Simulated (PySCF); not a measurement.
**Ionisation energy of As+ by level of theory**

As+ [Ar] 3d10 4s2 4p2 (3P) → As(2+) [Ar] 3d10 4s2 4p1 (2P), as a difference of total energies. All numbers are calculated (PySCF 2.14, no relativity, point nucleus, in 6-31G* (5s4p3d, 32 functions)). Correlated levels: valence: [Ar] 3d10 frozen. The calculations carry no spin-orbit coupling.

Order these methods by the ionisation energy they give, lowest first.
A. CCSD (valence)
B. r2SCAN
C. MP2 (valence)
D. BP86

C (18.282 eV), A (18.307 eV), D (18.726 eV), B (18.831 eV).

These non-relativistic numbers lack the scalar-relativistic shift.

The reference lies between the lowest fine-structure levels, while these numbers refer to the centres of the terms.

Errors of the correlated levels include the incompleteness of this basis and the frozen core.

For comparison: 18.589 eV (measured; NIST Atomic Spectra Database, ionization energies).
